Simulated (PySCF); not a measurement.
Isomers of C7H12SSi, mass 156.043 u with the commonest isotopes. Method: PBE0/pcSseg-1 in PySCF (dipole) on a GFN2-xTB geometry, gas phase. One conformer each, none proved a minimum here; rigid rotors.

Question: Order these by radius of gyration √(Σ m r²/M), smallest first.
A. `[CH2:1]=[CH:2][CH:3]([CH:4]=[CH2:5])/[CH:6]=[CH:7]/[S:8][SiH3:9]` with C1–C2–C3–C4 -130°, C2–C3–C4–C5 27°, C2–C3–C6–C7 117°, C6–C7–S8–Si9 11°
B. `[CH:1]#[C:2][Si@:3]1([CH3:4])[CH2:5][C@@H:6]([S:7][CH3:8])[CH2:9]1` with C5–C6–S7–C8 -173°, C2–Si3–C5–C6 -97°, Si3–C5–C6–S7 -136°, C5–C6–C9–Si3 14°, C2–Si3–C9–C6 98°
C. `[CH2:1]=[CH:2][CH:3]([CH:4]=[CH2:5])/[CH:6]=[CH:7]\[S:8][SiH3:9]` with C1–C2–C3–C4 119°, C2–C3–C4–C5 -13°, C2–C3–C6–C7 122°, C6–C7–S8–Si9 -171°
D. `[CH2:1]=[CH:2][C@@H:3]1[CH2:4][C@@:5]12[CH2:6][C@H:7]2[S:8][SiH3:9]` with C1–C2–C3–C4 -144°, C6–C7–S8–Si9 -75°
E. `[CH3:1][CH:2]([CH3:3])[SiH2:4][c:5]1[cH:6][cH:7][cH:8][s:9]1` with C1–C2–Si4–C5 -59°, C2–Si4–C5–C6 107°

Answer: E (2.427 Å), D (2.468 Å), B (2.544 Å), A (2.615 Å), C (2.749 Å).

Question: Order these by dipole moment, largest first.
A. `[CH3:1][CH2:2][CH2:3][SiH2:4][c:5]1[cH:6][cH:7][cH:8][s:9]1` with C1–C2–C3–Si4 -62°, C2–C3–Si4–C5 -166°, C3–Si4–C5–C6 -133°
B. `[CH2:1]=[CH:2][C@@H:3]1[CH2:4][C@@:5]12[CH2:6][C@H:7]2[S:8][SiH3:9]` with C1–C2–C3–C4 -144°, C6–C7–S8–Si9 -75°
C. `[CH2:1]=[CH:2][CH:3]([CH:4]=[CH2:5])/[CH:6]=[CH:7]\[S:8][SiH3:9]` with C1–C2–C3–C4 119°, C2–C3–C4–C5 -13°, C2–C3–C6–C7 122°, C6–C7–S8–Si9 -171°
D. `[CH2:1]=[CH:2][CH:3]([CH:4]=[CH2:5])/[CH:6]=[CH:7]/[S:8][SiH3:9]` with C1–C2–C3–C4 -130°, C2–C3–C4–C5 27°, C2–C3–C6–C7 117°, C6–C7–S8–Si9 11°
E. `[CH:1]#[C:2][Si@:3]1([CH3:4])[CH2:5][C@@H:6]([S:7][CH3:8])[CH2:9]1` with C5–C6–S7–C8 -173°, C2–Si3–C5–C6 -97°, Si3–C5–C6–S7 -136°, C5–C6–C9–Si3 14°, C2–Si3–C9–C6 98°
F. `[CH3:1][CH:2]([CH3:3])[SiH2:4][c:5]1[cH:6][cH:7][cH:8][s:9]1` with C1–C2–Si4–C5 -59°, C2–Si4–C5–C6 107°

Answer: B (1.87 D), E (1.72 D), C (1.50 D), D (1.28 D), F (0.75 D), A (0.54 D).

Question: Order these by rotational constant A, smallest first.
A. `[CH3:1][CH:2]([CH3:3])[SiH2:4][c:5]1[cH:6][cH:7][cH:8][s:9]1` with C1–C2–Si4–C5 -59°, C2–Si4–C5–C6 107°
B. `[CH2:1]=[CH:2][C@@H:3]1[CH2:4][C@@:5]12[CH2:6][C@H:7]2[S:8][SiH3:9]` with C1–C2–C3–C4 -144°, C6–C7–S8–Si9 -75°
C. `[CH:1]#[C:2][Si@:3]1([CH3:4])[CH2:5][C@@H:6]([S:7][CH3:8])[CH2:9]1` with C5–C6–S7–C8 -173°, C2–Si3–C5–C6 -97°, Si3–C5–C6–S7 -136°, C5–C6–C9–Si3 14°, C2–Si3–C9–C6 98°
D. `[CH3:1][CH2:2][CH2:3][SiH2:4][c:5]1[cH:6][cH:7][cH:8][s:9]1` with C1–C2–C3–Si4 -62°, C2–C3–Si4–C5 -166°, C3–Si4–C5–C6 -133°
E. `[CH2:1]=[CH:2][CH:3]([CH:4]=[CH2:5])/[CH:6]=[CH:7]\[S:8][SiH3:9]` with C1–C2–C3–C4 119°, C2–C3–C4–C5 -13°, C2–C3–C6–C7 122°, C6–C7–S8–Si9 -171°
F. `[CH2:1]=[CH:2][CH:3]([CH:4]=[CH2:5])/[CH:6]=[CH:7]/[S:8][SiH3:9]` with C1–C2–C3–C4 -130°, C2–C3–C4–C5 27°, C2–C3–C6–C7 117°, C6–C7–S8–Si9 11°

Answer: F (1807 MHz), B (2074 MHz), C (2247 MHz), E (2442 MHz), A (2532 MHz), D (3296 MHz).

```
                          SMILES  point group  Ia (u·Å²)  Ib (u·Å²)  Ic (u·Å²)      κ  μa (D)  μb (D)  μc (D)
           C=CC(C=C)/C=C\S[SiH3]           C1     206.98    1029.43    1122.72  -0.96    1.07    0.00    1.06
              CC(C)[SiH2]c1cccs1           C1     199.63     803.83     834.26  -0.98    0.12    0.58    0.46
       C#C[Si@]1(C)C[C@@H](SC)C1           C1     224.87     851.51     943.21  -0.93    1.21    0.76    0.97
C=C[C@@H]1C[C@@]12C[C@H]2S[SiH3]           C1     243.68     743.29     914.51  -0.83    0.38    1.81    0.23
           C=CC(C=C)/C=C/S[SiH3]           C1     279.73     913.65     941.11  -0.97    0.81    0.44    0.89
                CCC[SiH2]c1cccs1           C1     153.35     935.96    1039.18  -0.96    0.00    0.06    0.53
```
